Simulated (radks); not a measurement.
Effect of the nuclear size on the aluminium ion Al4+, [He] 2s2 2p5. All-electron calculation, Dirac Kohn-Sham, BLYP, spin-unpolarised, spherical densities, finite nucleus; open shells fill j = l - 1/2 first; Fermi nuclear charge, rms radius 3.061 fm. Program: a radial shooting solver on a logarithmic mesh with Libxc functionals. The rms radius is varied about that value; shifts are against it.

rms radius (fm)  total energy shift (eV)  density at nucleus (e/bohr^3)  1s1/2 shift (meV)
2.7182                         -0.000788                           1508             -0.328
2.9263                         -0.000321                           1506             -0.133
3.061                                  0                           1505              0.000
3.3457                          0.000724                           1504              0.301
3.4651                           0.00105                           1503              0.435

Slopes of the eigenvalues against <r^2> in GHz/fm^2, as finite differences over the two radii next to the reference (eigenvalue slopes, not the field-shift constants of lines): 1s1/2 39.9.
